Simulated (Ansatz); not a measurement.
Energy needed to pull apart CH$_{2}$Se (SMILES C=[Se]), closed shell, into free ground-state atoms, from the structure below (displaced at random from a GFN2-xTB minimum); no zero-point or spin–orbit terms; open-shell atoms are treated unrestricted, in their ground-state multiplicity.

```xyz
4
angstrom
C -0.1295 -0.0234 -0.0668
Se 1.3882 0.3037 0.7050
H -0.5724 -1.0052 -0.0675
H -0.6832 0.7364 -0.5947
```

Ansatz 0.2.0; basis: def2-TZVPP; cores frozen in the correlated methods. Filled d shells of the heavier atoms are correlated. The def2 sets are not built for correlating such inner shells, so the correlated values are less sure here.

```csv
method,atomization energy (kJ/mol)
PBE-D4,1316
r2SCAN-D4,?
PBE0-D4,1277
r2SCAN0-D4,1247
BHLYP-D4,?
wB97M-V,1268
HF,860
MP2,1265
CCSD,1218
CCSD(T),1250
```

Q: What does BHLYP-D4 give? (An estimate is asked for; the value comes from the calculation.)

A: By the calculation: 1221 kJ/mol, which is about 28 kJ/mol less than CCSD(T)/def2-TZVPP.

Q: What does r2SCAN-D4 give? (Judge from chemistry; the value comes from the calculation.)

A: Computed: 1278 kJ/mol, which is about 29 kJ/mol more than CCSD(T)/def2-TZVPP.

In triple zeta the MP2 and coupled-cluster atomization energies are still short of their basis limit by a few kcal/mol a bond, whereas those of the functionals are nearly converged, so these differences are not deviations from converged CCSD(T).

T1 diagnostic: at most 0.015. The restricted Hartree–Fock reference is unstable towards an unrestricted one here.

For scale, one of the runs: CCSD(T)/def2-TZVPP forces, 107 basis functions (an equivalent command: `ansatz run in.yaml --threads 4`). The run took about 14 s on 4 CPU threads (shared host).
